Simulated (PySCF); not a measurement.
Computed IR spectrum (relative IR intensity) of a molecule C4H11NSi. Geometry optimised at B3LYP-D3(BJ)/def2-SVP. One conformer was computed; it need not be the lowest. These are B3LYP-D3(BJ)/def2-SVP (PySCF) values and carry that method's errors. Frequencies are harmonic and unscaled.

Lines under 2 % of the strongest are left out, and lines within 2 cm⁻¹ are merged.

ν (cm⁻¹): 149 (vw), 162 (vw), 273 (vw), 403 (vw), 447 (vw), 642 (m), 665 (m), 781 (w), 808 (m), 825 (w), 877 (w), 921 (s), 955 (m), 990 (vs), 1011 (m), 1107 (w), 1146 (w), 1452 (w), 1467 (vw), 1624 (w), 1701 (m), 2139 (vs), 2200 (s), 2209 (s), 2957 (m), 3009 (w), 3030 (w), 3067 (w), 3124 (vw), 3132 (w), 3600 (vw) (against the strongest line: vs over 80 %, s over 45 %, m over 15 %, w over 4 %, vw less)

Task: Which structure fits?
A. C/C(=C/[SiH3])CN
B. CN1CCC[SiH2]1
C. CN(C)/C=C\[SiH3]
D. N[C@@H]([SiH3])C1CC1

Result: A, C/C(=C/[SiH3])CN
